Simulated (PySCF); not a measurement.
In(Br)(NH2)2 (BrH₄InN₂), SMILES [NH2][In]([NH2])[Br].

Coordinates come from a B3LYP-D3(BJ)/def2-SVP optimisation. The def2 effective core potentials stand for the cores of In; spin–orbit coupling is left out. Other conformers were not sampled.

All values below come from B3LYP-D3(BJ)/def2-SVP run with PySCF 2.14.0.

Frequencies are harmonic and unscaled.

```json
[
 {"mode": "1", "ν (cm⁻¹)": "90", "IR (km/mol)": "2.6", "moving atoms (share of kinetic energy)": "N 51 %, In 18 %, Br 17 %, H 14 %"},
 {"mode": "2", "ν (cm⁻¹)": "111", "IR (km/mol)": "6.2", "moving atoms (share of kinetic energy)": "N 66 %, H 23 %"},
 {"mode": "3", "ν (cm⁻¹)": "123", "IR (km/mol)": "4.2", "moving atoms (share of kinetic energy)": "N 50 %, In 33 %, H 14 %"},
 {"mode": "4", "ν (cm⁻¹)": "175", "IR (km/mol)": "1.4", "moving atoms (share of kinetic energy)": "H 97 %"},
 {"mode": "5", "ν (cm⁻¹)": "234", "IR (km/mol)": "0.4", "moving atoms (share of kinetic energy)": "Br 43 %, H 29 %, In 23 %"},
 {"mode": "6", "ν (cm⁻¹)": "254", "IR (km/mol)": "67.4", "moving atoms (share of kinetic energy)": "H 66 %, Br 19 %, In 12 %"},
 {"mode": "7", "ν (cm⁻¹)": "435", "IR (km/mol)": "100.3", "moving atoms (share of kinetic energy)": "H 65 %, N 33 %"},
 {"mode": "8", "ν (cm⁻¹)": "457", "IR (km/mol)": "173.3", "moving atoms (share of kinetic energy)": "H 49 %, N 48 %"},
 {"mode": "9", "ν (cm⁻¹)": "597", "IR (km/mol)": "55.4", "moving atoms (share of kinetic energy)": "N 52 %, H 44 %"},
 {"mode": "10", "ν (cm⁻¹)": "621", "IR (km/mol)": "20.3", "moving atoms (share of kinetic energy)": "N 56 %, H 28 %, In 16 %"},
 {"mode": "11", "ν (cm⁻¹)": "768", "IR (km/mol)": "7.4", "moving atoms (share of kinetic energy)": "H 91 %, N 9 %"},
 {"mode": "12", "ν (cm⁻¹)": "821", "IR (km/mol)": "78.6", "moving atoms (share of kinetic energy)": "H 89 %, N 10 %"},
 {"mode": "13", "ν (cm⁻¹)": "1517", "IR (km/mol)": "6.3", "moving atoms (share of kinetic energy)": "H 91 %, N 9 %"},
 {"mode": "14", "ν (cm⁻¹)": "1530", "IR (km/mol)": "15.0", "moving atoms (share of kinetic energy)": "H 92 %, N 8 %"},
 {"mode": "15", "ν (cm⁻¹)": "3512", "IR (km/mol)": "23.7", "moving atoms (share of kinetic energy)": "H 96 %"},
 {"mode": "16", "ν (cm⁻¹)": "3513", "IR (km/mol)": "3.7", "moving atoms (share of kinetic energy)": "H 96 %"},
 {"mode": "17", "ν (cm⁻¹)": "3613", "IR (km/mol)": "7.3", "moving atoms (share of kinetic energy)": "H 91 %, N 9 %"},
 {"mode": "18", "ν (cm⁻¹)": "3613", "IR (km/mol)": "21.1", "moving atoms (share of kinetic energy)": "H 91 %, N 9 %"}
]
```
